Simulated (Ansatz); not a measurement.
The same silylene extrusion along the group O, S, Te.

Computed with Ansatz on PBE0-D4/def2-TZVP structures; ΔE is electronic, products minus reactants. CCSD(T)/CBS is the MP2 limit (def2-TZVPP, def2-QZVPP) plus CCSD(T) − MP2 in def2-TZVPP, frozen cores. This one scheme is used for every species. DFT in def2-TZVPP. Elements past krypton have def2 core potentials. For Te outer-core shells are correlated without core-valence functions, which leaves a few kJ/mol of doubt a bond. One conformer a species, not always the lowest.

```
                                reaction  CCSD(T)/CBS(def2) (kJ/mol)
        `OC(F)[SiH3]` → `OCF` + `[SiH2]`                         204
        `FC([SiH3])S` → `FCS` + `[SiH2]`                           ?
`FC([SiH3])[TeH]` → `FC[TeH]` + `[SiH2]`                         224
```

(1) Fill in the missing values. (Estimate.)

Largest T1 diagnostic: 0.014, for `[SiH2]`.

## Answers

(1) Ansatz gave: `FC([SiH3])S` → `FCS` + `[SiH2]`: +220.4 kJ/mol.
